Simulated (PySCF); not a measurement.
## Radial density of Sn⁺ (tin, charge +1)

PBE, [Kr] 4d10 5s2 5p1, 2P determinant. Calculation: PySCF 2.14, in cc-pVDZ-PP with ECP28MDF (4s3p2d, 23 functions); scalar relativity through the core potential. This is the valence pseudo-density: the core potential removes the inner electrons and smooths the orbitals near the nucleus.

```
r (bohr)  4πr²ρ (e/bohr)  4πr²(ρα − ρβ)
 0.00821       2.287e-05         0.0000
  0.0138       6.108e-05         0.0000
  0.0232       0.0001480         0.0000
  0.0391       0.0002918         0.0000
  0.0657       0.0005862         0.0000
   0.111        0.003942         0.0000
   0.186         0.05214         0.0002
   0.313          0.9310         0.0036
   0.526           11.34         0.0472
   0.885           21.89         0.0187
    1.49           6.504         0.1284
    2.50           1.666         0.4426
    4.21          0.2138         0.1282
    7.08        0.005956         0.0054
```

Energies and moments cover only the electrons outside the core potential.
